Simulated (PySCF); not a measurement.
aminosilylimino(oxo)methane (CH4N2OSi), SMILES [SiH2](N=C=O)N. Heavy atoms are numbered as in [NH2:1][SiH2:2][N:3]=[C:4]=[O:5]. Hydrogens are named by the atom that carries them.

Geometry optimised at PBE0-D3(BJ)/def2-SVP. The values are those of a single conformer.

Computed with PBE/pcSseg-1 (PySCF).

GIAO shieldings, no solvent; atoms alike by connectivity are averaged. δ = σ(ref) − σ: ¹⁵N against NH3 (σ = 267.0 ppm); ²⁹Si against TMS (σ = 335.4 ppm); ¹³C against TMS (σ = 182.0 ppm); ¹⁷O against H2O (σ = 334.3 ppm); ¹H against TMS (σ = 31.49 ppm), references at their B3LYP-D3(BJ)/def2-TZVP geometries, non-relativistic.

Computed chemical shifts:
```
nucleus       atoms  count  δ (ppm)
-------  ----------  -----  -------
¹⁵N              N3      1     61.1
¹⁵N        N1 (NH2)      1     34.6
²⁹Si     Si2 (SiH2)      1    -63.8
¹³C              C4      1    121.9
¹⁷O              O5      1    144.7
¹H         H on Si2      2     5.17
¹H          H on N1      2     1.21
```
